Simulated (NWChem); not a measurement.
System meant: MoNHOClF; SMILES [NH]=[Mo](=[O])([F])[Cl]

The following NWChem deck was run.

```
start job
memory heap 200 mb stack 900 mb global 1100 mb
geometry units angstroms noautoz
  Mo     0.003580    -0.244290    -0.022640
  O      0.827650    -0.752781     1.327628
  N      0.927163    -0.708444    -1.387029
  H      1.787734    -1.139224    -1.726921
  F     -1.647525    -1.064454    -0.132904
  Cl    -0.118157     2.025378    -0.011614
end
basis spherical
  * library def2-svp
end
dft
  xc pbe0
  iterations 150
  mulliken
end
task dft energy
```

End of the output:

```
             Northwest Computational Chemistry Package (NWChem) 7.3.0
             --------------------------------------------------------

 C1  symmetry detected

                             Geometry "geometry" -> ""
                             -------------------------

 Output coordinates in angstroms (scale by  1.889725989 to convert to a.u.)

  No.       Tag          Charge          X              Y              Z
 ---- ---------------- ---------- -------------- -------------- --------------
    1 Mo                  42.0000     0.03462572    -0.27238142     0.01907679
    2 O                    8.0000     0.90209666    -0.72851018     1.36083640
    3 N                    7.0000     0.94690158    -0.72836235    -1.35563626
    4 H                    1.0000     1.81509315    -1.13520464    -1.70549791
    5 F                    9.0000    -1.58885982    -1.15060828    -0.04406718
    6 Cl                  17.0000    -0.16557172     1.99160687    -0.00566824

 Effective nuclear repulsion energy (a.u.)     590.2007033042

                                 NWChem DFT Module
                                 -----------------

 Summary of "ao basis" -> "ao basis" (spherical)
 ------------------------------------------------------------------------------
       Tag                 Description            Shells   Functions and Types
 ---------------- ------------------------------  ------  ---------------------
 Mo                         def2-svp                11       31   5s3p2d1f
 O                          def2-svp                 6       14   3s2p1d
 N                          def2-svp                 6       14   3s2p1d
 H                          def2-svp                 3        5   2s1p
 F                          def2-svp                 6       14   3s2p1d
 Cl                         def2-svp                 8       18   4s3p1d

            General Information
            -------------------
          SCF calculation type: DFT
          Wavefunction type:  closed shell.
          No. of atoms     :     6
          No. of electrons :    84
           Alpha electrons :    42
            Beta electrons :    42
          Charge           :     0
          Spin multiplicity:     1
          Use of symmetry is: off; symmetry adaption is: off
          Maximum number of iterations: 150
          AO basis - number of functions:    96
                     number of shells:    40
          Convergence on energy requested:  1.00D-06
          Convergence on density requested:  1.00D-05
          Convergence on gradient requested:  5.00D-04

              XC Information
              --------------
                         PBE0 Method XC Functional
                     Hartree-Fock (Exact) Exchange  0.250
          PerdewBurkeErnzerhof Exchange Functional  0.750
            Perdew 1991 LDA Correlation Functional  1.000 local
           PerdewBurkeErnz. Correlation Functional  1.000 non-local

             Grid Information
             ----------------
          Grid used for XC integration:  medium
          Radial quadrature: Mura-Knowles
          Angular quadrature: Lebedev.
          Tag              B.-S. Rad. Rad. Pts. Rad. Cut. Ang. Pts.
          ---              ---------- --------- --------- ---------
          Mo                  1.45      123           9.0       590
          O                   0.60       49           9.0       434
          N                   0.65       49           8.0       434
          H                   0.35       45          11.0       434
          F                   0.50       49          10.0       434
          Cl                  1.00       88          11.0       590
          Grid pruning is: on
          Number of quadrature shells:   403
          Spatial weights used:  Erf1

      Superposition of Atomic Density Guess
      -------------------------------------

 Sum of atomic energies:       -1472.37748224

      Non-variational initial energy
      ------------------------------

 Total energy =   -1479.961076
 1-e energy   =   -3169.565761
 2-e energy   =    1099.403981
 HOMO         =      -1.658719
 LUMO         =      -1.430679

     ---------------------------------------------
      Total Density - Mulliken Population Analysis
     ---------------------------------------------

    Atom       Charge   Shell Charges
 -----------   ------   -------------------------------------------------------
    1 Mo  42    45.08   2.01  2.06  2.17  0.26 -0.10  6.06  8.28 -0.44 10.50  0.00 14.29
    2 O    8     9.42   1.99  1.15  0.66  4.10  1.39  0.13
    3 N    7     8.57   1.99  1.09  0.42  3.90  0.99  0.17
    4 H    1     0.28   0.22  0.02  0.03
    5 F    9     9.43   1.99  1.12  0.76  3.61  1.89  0.06
    6 Cl  17    11.22   2.00  1.99  0.65  0.55  5.90  0.32 -0.19  0.02

   convergence    iter        energy       DeltaE   RMS-Dens  Diis-err
 ---------------- ----- ----------------- --------- --------- ---------
 d= 0,ls=0.0,diis     1  -1514.8113302838 -2.11D+03  3.61D-01  5.44D+01
 d= 0,ls=0.0,diis     2  -1420.6091600167  9.42D+01  2.14D-01  2.89D+02
 d= 0,ls=0.0,diis     3  -1522.8438694747 -1.02D+02  1.72D-01  1.41D+01
 d= 0,ls=0.0,diis     4  -1518.4058293648  4.44D+00  1.16D-01  5.13D+01
 d= 0,ls=0.0,diis     5  -1523.7708316629 -5.37D+00  8.02D-02  6.35D+00
 d= 0,ls=0.0,diis     6  -1523.9571504486 -1.86D-01  4.74D-02  4.44D+00
 d= 0,ls=0.0,diis     7  -1524.4033305329 -4.46D-01  1.59D-02  3.51D-01
  Resetting Diis
 d= 0,ls=0.0,diis     8  -1524.4427896790 -3.95D-02  5.05D-03  6.22D-02
 d= 0,ls=0.0,diis     9  -1524.4502133770 -7.42D-03  4.54D-03  4.06D-03
 d= 0,ls=0.0,diis    10  -1524.4475123761  2.70D-03  3.49D-03  2.76D-02
 d= 0,ls=0.0,diis    11  -1524.4505666312 -3.05D-03  1.12D-03  1.77D-03
 d= 0,ls=0.0,diis    12  -1524.4507492389 -1.83D-04  1.88D-04  4.73D-05
 d= 0,ls=0.0,diis    13  -1524.4507548588 -5.62D-06  6.36D-05  6.48D-06
 d= 0,ls=0.0,diis    14  -1524.4507556175 -7.59D-07  1.97D-05  1.17D-06
 d= 0,ls=0.0,diis    15  -1524.4507557309 -1.13D-07  7.98D-06  1.17D-07

         Total DFT energy =    -1524.450755730922
      One electron energy =    -3400.060567207853
           Coulomb energy =     1369.744687694943
    Exchange-Corr. energy =      -84.335579522175
 Nuclear repulsion energy =      590.200703304163

 Numeric. integr. density =       83.999995578777

                       DFT Final Molecular Orbital Analysis
                       ------------------------------------

[...]
```

Task: Can this run be used? If not, why, and what is the fix?

Result: The run ends normally but its numbers are meaningless: the def2 basis of a heavy element holds valence functions alone and wants its effective core potential (without it all electrons must fit into that basis). This input runs:
```
start job
memory heap 200 mb stack 900 mb global 1100 mb
geometry units angstroms noautoz
  Mo     0.003580    -0.244290    -0.022640
  O      0.827650    -0.752781     1.327628
  N      0.927163    -0.708444    -1.387029
  H      1.787734    -1.139224    -1.726921
  F     -1.647525    -1.064454    -0.132904
  Cl    -0.118157     2.025378    -0.011614
end
basis spherical
  Mo library def2-svp
  O library def2-svp
  N library def2-svp
  H library def2-svp
  F library def2-svp
  Cl library def2-svp
end
ecp
  Mo library def2-ecp
end
dft
  xc pbe0
  iterations 150
  mulliken
end
task dft energy
```
It converges to -758.24918 Ha (PBE0/def2-SVP with def2 effective core potentials on Mo). The faulty run gave -1524.451 Ha, with all electrons squeezed into the valence basis.
